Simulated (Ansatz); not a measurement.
`[NH2][Sn][Br]` + CH₃OH → `C[O][Sn][NH2]` + HBr at 400 K and 1 bar (ligand exchange at the Sn–Br bond).

Program: Ansatz. Geometries: PBE0-D4/def2-TZVP. ΔE: electronic, gas phase. CBS: MP2 limit from def2 TZ/QZ plus the TZ coupled-cluster correction, frozen cores. This one scheme is used for every species. def2 core potentials past Kr. For Br, Sn outer-core shells are correlated without core-valence functions, which leaves a few kJ/mol of doubt a bond. Scalar relativity is left out up to krypton. One conformer a species, not always the lowest.

```
        species  CCSD(T)/CBS energy (Eh)  H − E (kJ/mol)  S (J/(mol·K))
`[NH2][Sn][Br]`              -2843.33195            90.0          342.2
          CH₃OH               -115.61712           151.2          252.6
`C[O][Sn][NH2]`               -384.99617           203.5          372.1
            HBr              -2573.91920            27.6          207.2
```

H − E and S are ideal-gas, rigid-rotor, harmonic terms from PBE0-D4/def2-TZVP, for one conformer and one mirror image of each species. 1 Eh = 2625.50 kJ/mol, R = 8.31446 J/(mol·K).

**Question.** By hand: ΔE, ΔH, ΔS and ΔG.

**Answer.** ΔE = (-384.99617) + (-2573.91920) − (-2843.33195) − (-115.61712) = 0.03370 Eh = 88.5 kJ/mol. Δ(H − E) = 203.5 + 27.6 − 90.0 − 151.2 = -10.1, so ΔH = 78.4 kJ/mol. ΔS = 372.1 + 207.2 − 342.2 − 252.6 = -15.5 J/(mol·K). ΔG = 78.4 − 400 × (-15.5)/1000 = 84.6 kJ/mol.

**Question.** By hand: the equilibrium constant, and the temperature at which ΔG would vanish if ΔH and ΔS stayed fixed.

**Answer.** log₁₀ K = −ΔG/(RT ln 10) = -11.0. ΔH and −TΔS have one sign here, so there is no such temperature.

ΔH outweighs TΔS. A doubt of 5 kJ/mol in ΔE shifts log₁₀ K by 0.7 here. Other conformers and mirror images would add mixing entropy, several J/(mol·K) or more a flexible species. These are equilibria of isolated gas molecules and say nothing of rates. Largest T1 diagnostic: 0.017 (customary marks: 0.02 for closed shells, 0.045 for open ones).
